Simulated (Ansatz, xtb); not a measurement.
# Two isomers of C4H7NO2

Structure a is `N[C@@H]1C[C@H](C=O)O1`, a singlet and structure b is `N[C@@H]1C[C@@H](C=O)O1`, a singlet. Both are isolated molecules in the gas phase, relaxed with B3LYP/def2-SVP; each stands in its lowest conformer found.

Estimate which is lower in electronic energy at CCSD(T)/def2-SVP + ΔMP2/def2-TZVPP, and by roughly how much.

CCSD(T)/def2-SVP + ΔMP2/def2-TZVPP gives E(b) − E(a) = +0.013 eV, slightly favouring structure a, which is too small a margin to settle the true order.

The same difference at several levels:

```json
{"level": "B3LYP/def2-SVP", "geometry": "B3LYP/def2-SVP", "E(b) − E(a) (eV)": "+0.006", "departure from the last row (eV)": "−0.007", "job, with rough time for the two": "optimisation, 2.1 min"}
{"level": "HF/def2-SVP", "geometry": "B3LYP/def2-SVP", "E(b) − E(a) (eV)": "+0.006", "departure from the last row (eV)": "−0.007", "job, with rough time for the two": "part of the CCSD(T) run"}
{"level": "MP2/def2-SVP", "geometry": "B3LYP/def2-SVP", "E(b) − E(a) (eV)": "+0.007", "departure from the last row (eV)": "−0.006", "job, with rough time for the two": "part of the CCSD(T) run"}
{"level": "CCSD(T)/def2-SVP", "geometry": "B3LYP/def2-SVP", "E(b) − E(a) (eV)": "+0.005", "departure from the last row (eV)": "−0.008", "job, with rough time for the two": "single point"}
{"level": "CCSD(T)/def2-SVP + ΔMP2/def2-TZVPP", "geometry": "B3LYP/def2-SVP", "E(b) − E(a) (eV)": "+0.013", "departure from the last row (eV)": "", "job, with rough time for the two": "single point, 81 s"}
```

As drawn, both hold the same kinds of bond in the same numbers.

The largest departure from CCSD(T)/def2-SVP + ΔMP2/def2-TZVPP is that of CCSD(T)/def2-SVP, 0.008 eV. Levels run at GFN2-xTB geometries aren't shown. The last row adds to CCSD(T) the change of the MP2 difference between the two basis sets, here +0.008 eV.

With thermal terms from frequencies at re-optimised GFN2-xTB minima (ideal gas, soft modes damped towards free rotors, one conformer each, 298.15 K, 1 atm): the zero-point term adds +0.002 eV; ΔH is +0.015 and ΔG +0.016 eV.

The correlated steps freeze 7 core orbitals. Programs: Ansatz 0.2.0, xtb 6.7.1; the last row on 2 threads of Intel(R) Xeon(R) Platinum 8488C (Sapphire Rapids) on a shared host.
